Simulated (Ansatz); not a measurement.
Molecule: C₂H₈ClSi₂, net charge 0, doublet state. It need not be the lowest isomer of its formula. 
Structure (B3LYP-D3(BJ)/def2-TZVP (Ansatz, a quantum-chemistry and plane-wave program) minimum search):
```
Si
H 1 1.4873
C 1 1.8350 2 109.96
H 3 1.0839 1 122.89 2 26.46
H 3 1.0845 4 114.69 1 -173.87
C 1 1.8778 2 111.25 3 -125.22
H 6 1.0913 1 110.86 2 63.06
H 6 1.0914 7 108.33 1 121.95
H 6 1.0914 7 108.37 8 116.94
Si 1 2.3555 2 107.28 3 116.81
H 10 1.4810 1 113.34 2 -65.31
H 10 1.4834 11 108.44 1 -126.86
Cl 10 2.0870 11 107.27 12 -115.05
```
Charge 0, spin multiplicity 2.

Computed values are from Ansatz. Cores are frozen in the correlated levels unless marked. UHF or UKS for open shells. No spin-orbit coupling. No relativistic terms. CBS(X,Y): correlation extrapolated as X^-3; Hartree-Fock from the larger set.

Question: What is the dipole moment at CCSD(T)/aug-cc-pV(D+d)Z?

Answer: 1.67 D.

Question: What is the atomisation energy De at CCSD(T)/CBS(cc-pV(T+d)Z,cc-pV(Q+d)Z)?

Answer: 1052.8 kcal/mol.

Question: What is the T1 diagnostic at CCSD/cc-pV(Q+d)Z?

Answer: 0.012.

Question: What is the total energy at CCSD(T)/CBS(cc-pV(T+d)Z,cc-pV(Q+d)Z)?

Answer: -1118.8425 Eh.
